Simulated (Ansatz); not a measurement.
Correlation energies of CH₂BFS, SMILES `FB1CS1` by basis set

```xyz
6

F    -1.0119   -0.4670   -1.8007
B    -0.5193    0.0350   -0.6993
C     0.4361   -0.1773    0.4662
S    -0.5787    1.4231    0.3534
H     1.5056   -0.0165    0.3632
H     0.1683   -0.7972    1.3172
```

Charge 0, multiplicity 1. Geometry: relaxed with PBE0-D4/def2-TZVP. Frozen core, restricted reference, Ansatz 0.2.0. CBS rows extrapolate triple and quadruple zeta; past MP2 they add the triple-zeta difference.

```
     basis     HF (Eh)  MP2 corr.  CCSD corr.       (T)  CCSD(T) total
  def2-SVP  -560.47959   -0.52762    -0.55558  -0.01714     -561.05231
def2-TZVPP           ?   -0.67863    -0.70250  -0.03032              ?
def2-QZVPP           ?          ?           –         –              –
 CBS(def2)           ?   -0.77636    -0.80022     as TZ              ?
```

Fill in the withheld values. (Best estimate.)

Ansatz gave: def2-TZVPP HF (Eh): -560.81379; def2-TZVPP CCSD(T) total: -561.54661; def2-QZVPP HF (Eh): -560.83199; def2-QZVPP MP2 corr.: -0.73477; CBS(def2) HF (Eh): -560.83450; CBS(def2) CCSD(T) total: -561.66504.
